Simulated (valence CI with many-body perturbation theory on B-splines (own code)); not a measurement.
# Questions on Ir4+

Level of theory: valence CI with perturbative core correlation (CI+MBPT): five valence electrons over a frozen Dirac-Fock core [Xe] 4f14, a basis of 7 s, 7 p, 8 d, 6 f, 4 g, 1 h functions for each j, with the one-electron correlation potential Σ1 (screened to all orders), the two-electron term Σ2, the three-electron term Σ3, Breit, model QED; selected single and double excitations, second order for the rest, scaled by the run's own slope (own B-spline code, finite nucleus).

No measured spectrum was set against this ion. As an estimate, terms of the open shell hold to 2 to 4 % of their energy, and close levels can change places; different configurations can be misplaced against each other by 1,000 to 8,000 cm⁻¹. Among the levels kept, up to 980 cm⁻¹ of a level comes from second order outside the variational space, and about a tenth of that is noise between levels of different J, which matters for small intervals. Only levels of the ground parity were solved; by the run's estimate the other parity begins above the list, which can be wrong where configurations are misplaced.

Levels are named by their leading jj configuration (3d3/2^4 stands for four electrons in 3d with j = 3/2), which in mixed levels can hold well under half, so a name can repeat and another be missing.

Rates and lifetimes use the calculated energies. Strong lines usually hold to 10 to 20 %, long lifetimes can be off by a factor of two.

**Question.** What is the ground level?

**Answer.** (5d3/2^3 5d5/2^2) J=5/2, composition 84 % 5d⁵ ⁶S + 13 % 5d⁵ ⁴P, g = 1.933.

**Question.** What is the ionisation energy?

**Answer.** 57.591 eV; NIST lists 57 ± 1.9 eV (theoretical).

**Question.** How well does LS coupling describe the low levels?

**Answer.** Among the lowest 20 levels the leading LS term, summed over configurations, holds 57 % on average. For single configurations the figures are 56 % in LS and 67 % in jj coupling. Terms mix most in the J = 5/2 level at 17501 cm⁻¹, where the leading one holds 32 %.
